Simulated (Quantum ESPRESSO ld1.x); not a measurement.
Values are calculated unless marked as measured or tabulated.
All-electron atom: Ga VII in [Ar] 3d7. Code: ld1.x of Quantum ESPRESSO 7.5. Model: Dirac Kohn-Sham, PW91, spin-unpolarised, spherical densities, point nucleus; open shells fill j = l - 1/2 first. Some entries of the table are withheld. Estimate them.

| orbital | occ. | eigenvalue (eV) | <1/r> (bohr^-1) |
|---|---|---|---|
| 1s1/2 | 2 | (1) | 31.30 |
| 2s1/2 | 2 | -1383.52 | 6.885 |
| 2p1/2 | 2 | (2) | 6.845 |
| 2p3/2 | 4 | (3) | 6.670 |
| 3s1/2 | 2 | (4) | 2.254 |
| 3p1/2 | 2 | -213.917 | (5) |
| 3p3/2 | 4 | -209.980 | (6) |
| 3d3/2 | 4 | (7) | 1.861 |
| 3d5/2 | 3 | (8) | 1.851 |
| 4s1/2 | 0 | -83.7754 | 0.8476 |
| 4p1/2 | 0 | -70.9364 | (9) |
| 4p3/2 | 0 | -70.2780 | (10) |

Answer. 
(1) 1s1/2 eigenvalue (eV): -10348.8
(2) 2p1/2 eigenvalue (eV): -1238.78
(3) 2p3/2 eigenvalue (eV): -1211.12
(4) 3s1/2 eigenvalue (eV): -261.280
(5) 3p1/2 <1/r> (bohr^-1): 2.142
(6) 3p3/2 <1/r> (bohr^-1): 2.102
(7) 3d3/2 eigenvalue (eV): -129.728
(8) 3d5/2 eigenvalue (eV): -129.137
(9) 4p1/2 <1/r> (bohr^-1): 0.7790
(10) 4p3/2 <1/r> (bohr^-1): 0.7708
